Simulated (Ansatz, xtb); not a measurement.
Stretching the Al1–H2 bond in AlH2I (SMILES [AlH2][I]) (multiplicity 1 held, fragments rigid). Energies count from the point at 1.571 Å.
Geometry at that point (charge 0, multiplicity 1):
```json
[
 {"atom": "Al", "x (Å)": "-1.0295", "y (Å)": "-1.5930", "z (Å)": "0.2675"},
 {"atom": "H", "x (Å)": "-0.5193", "y (Å)": "-2.6238", "z (Å)": "1.3372"},
 {"atom": "H", "x (Å)": "-2.3270", "y (Å)": "-1.7805", "z (Å)": "-0.5976"},
 {"atom": "I", "x (Å)": "0.3062", "y (Å)": "0.4738", "z (Å)": "-0.0796"}
]
```

Unrestricted levels (U-) break spin symmetry where that is lower. Levels need not reach the same state.

Cores are frozen in the correlated methods. Filled d and f shells under p-block atoms count as core.

Codes used: Ansatz (a quantum-chemistry and plane-wave program) with Gaussian orbitals; xtb for the GFN methods. Values without a source in brackets are computed. In def2 rows elements past Kr take small-core potentials, without spin–orbit coupling. The GFN methods have no spin term and hold the electronic entropy of 300 K.

Task: What energy at R = 5.026 Å does GFN2-xTB give?

Result: 110.6 kcal/mol

Task: Estimate the energy at R = 5.026 Å that U-MP2/def2-TZVPP returns for this input.

Result: 82.6 kcal/mol

Task: Give the energy at R = 5.026 Å at the level U-CCSD(T)/def2-TZVPP.

Result: 85.4 kcal/mol

Doubts at one or more of the structures used: a spin-contaminated determinant (U-MP2/def2-TZVPP, U-CCSD(T)/def2-TZVPP).
